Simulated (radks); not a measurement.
Values are calculated unless marked as measured or tabulated.
Coherent X-ray form factor from a spherical all-electron density. Level of theory: Dirac Kohn-Sham, PBE, spin-unpolarised, spherical densities, finite nucleus; Fermi nuclear charge, rms radius of each element as measured or else 0.836 A^(1/3) + 0.57 fm (a radial shooting solver on a logarithmic mesh with Libxc functionals).

| sin(theta)/lambda (1/angstrom) | f0 (electrons) |
|---|---|
| 0.05 | 45.877 |
| 0.1 | 45.511 |
| 0.15 | 44.912 |
| 0.2 | 44.095 |
| 0.25 | 43.082 |
| 0.3 | 41.897 |
| 0.4 | 39.128 |
| 0.5 | 36.030 |
| 0.6 | 32.841 |
| 0.8 | 26.933 |
| 1 | 22.329 |
| 1.25 | 18.494 |
| 1.5 | 16.062 |
| 2 | 12.561 |

The species is in the configuration that NIST lists as its ground one. Which atom or ion scatters so?

Answer. The holmium ion Ho21+, [Kr] 4d10. Extrapolating in s^2 from the first two rows gives f0(0) = 46.0, near the electron count 46; among species with that count, the fall with angle is slower the higher Z, and the table is that of Z = 67; from so few rows the species is fixed only to a neighbour or two.
